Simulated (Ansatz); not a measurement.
Job for Ansatz (an electronic-structure program): R-wB97X-V/def2-TZVPPD on HCl (SMILES Cl) with ghost functions. Files ending in .json are basis or fitting sets from the Basis Set Exchange.

Ansatz 0.2 input:
```yaml
crystal:
  periodic: [false, false, false]
  atoms:
    - {symbol: Cl, position_ang: [-0.42479100, 0.48822500, 0.35487020]}
    - {symbol: H, position_ang: [-1.11214659, 0.83490298, -0.67175917]}
basis:
  gaussian:
    orbitals: def2-TZVPPD.json
    ghost_atoms:
      - {symbol: C, position_ang: [-0.19620570, -1.21288763, 3.47893996]}
      - {symbol: O, position_ang: [0.75295559, -0.23132471, 3.12501355]}
      - {symbol: C, position_ang: [0.50805538, 1.00727162, 3.75393453]}
      - {symbol: H, position_ang: [-1.21044792, -0.91038043, 3.18885088]}
      - {symbol: H, position_ang: [-0.18418664, -1.40812431, 4.55936586]}
      - {symbol: H, position_ang: [0.06659434, -2.12633557, 2.94790333]}
      - {symbol: H, position_ang: [-0.47477765, 1.40868051, 3.47599188]}
      - {symbol: H, position_ang: [1.28019947, 1.69932853, 3.42181574]}
      - {symbol: H, position_ang: [0.55270828, 0.91524882, 4.84714893]}
hamiltonian:
  xc: {name: wB97X-V}
scf: {lower_state_search: off}
```

It printed:

```
WARN ansatz: RAYON_NUM_THREADS=1 ignored (pool sized by the plan → 1); use --threads N
Functional definition: wB97X-V
these checks for a lower state are left out or cut short: stability, starts, cluster_reference, orbital_swaps, neighbouring_geometries, increment
integrals: 0.28 GiB planned
1192 factors; their error is unknown
integrals: 0.32 GiB planned
381 factors; integrals over basis functions are off by at most 3.3e-5 eV
mean field: 2.07 GiB planned
mean field evaluation 1: about -12537.3122 eV, gradient 1.0e1 eV
mean field evaluation 2: about -12537.5506 eV, gradient 6.7e0 eV
mean field evaluation 4: about -12537.6278 eV, gradient 1.7e-1 eV
mean field evaluation 8: about -12537.6501 eV, gradient 2.5e-2 eV
mean field -12537.65009749 eV, -460.7501427582 hartree, gradient 2.0e-6 eV, S^2 0.000000; 0 other end points of the search recorded, 0 dependent functions left out
reference -12537.65009507 eV, -460.7501426695 hartree; 9, 9 occupied and 275, 275 virtual orbitals, 1192 factors
Total energy: -12537.65009507 eV, -460.7501426695 hartree
Checks for a lower state left out: stability, starts, cluster_reference, orbital_swaps, neighbouring_geometries, increment
```

The run converged.

Cost: about 8 core-seconds (a rough figure).
